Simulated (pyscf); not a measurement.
**`[NH2][BH][Cl]`, singlet**

Gas-phase minimum from PySCF at ωB97X-D3(BJ)/def2-SVP, one conformer. 

SMILES: NBCl
```xyz
6

N      0.4957    -0.7750    -0.2050
B      1.1890     0.1501     0.5674
Cl     0.7144     0.4059     2.2599
H     -0.2796    -1.3205     0.1529
H      0.7294    -0.9549    -1.1733
H      2.1071     0.7847     0.1145
```

Bonded distances (Å): N1–B2 1.390, N1–H4 1.013, N1–H5 1.012, B2–Cl3 1.776, B2–H6 1.204. Angles (°): B2–N1–H4 122.9, B2–N1–H5 122.3, H4–N1–H5 114.8, N1–B2–Cl3 119.5, N1–B2–H6 121.5, Cl3–B2–H6 119.1.

Properties at ωB97X-D3(BJ)/def2-SVP:

```yaml
harmonic_wavenumbers_unscaled: 356, 543, 615, 717, 901, 931, 1139, 1365, 1602, 2674, 3634, 3744 cm⁻¹
zero_point_energy: 26.0 kcal/mol
rotational_symmetry_number: 1
Entropy of this conformer at 298 K and 1 atm, rigid rotor and harmonic oscillator, modes under 100 cm⁻¹ raised to 100: 268.1 J/(mol K)
dipole_moment: 2.82 D
```

Single-point totals, which compare only within one level (frozen core for MP2 and CC):

```csv
level,total energy (hartree)
ωB97X-D3(BJ)/def2-TZVP,-541.78472
PBE/def2-TZVP,-541.43801
r²SCAN/def2-TZVP,-541.65859
B3LYP-D3(BJ)/def2-TZVP,-541.76817
PBE0-D3(BJ)/def2-TZVP,-541.48890
M06-2X/def2-TZVP,-541.68894
ωB97M-D3(BJ)/def2-TZVP,-541.81430
HF/def2-TZVPP,-540.51654
MP2/def2-TZVPP,-541.02257
CCSD/def2-TZVPP,-541.05405
CCSD(T)/def2-TZVPP,-541.07562
```

The CCSD(T) − MP2 part came from Ansatz, without density fitting, on the same reference.
